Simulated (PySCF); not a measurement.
A structure optimised at TPSSh-D3(BJ)/def2-SVP, used in a PySCF frequency run:

```xyz
7

B      0.3984     0.0016     0.0000
O      1.7583     0.0317     0.0000
H      2.1868    -0.8346     0.0000
S     -0.6324    -1.5135     0.0000
H      0.3704    -2.4221     0.0000
S     -0.4254     1.6283     0.0000
H     -1.6916     1.1575     0.0000
```

Write its SMILES, formula and point group.

OB(S)S, BH3OS2, Cs

What are its rotational constants (standard atomic weights)?

6.5298, 3.0332, 2.0711 GHz
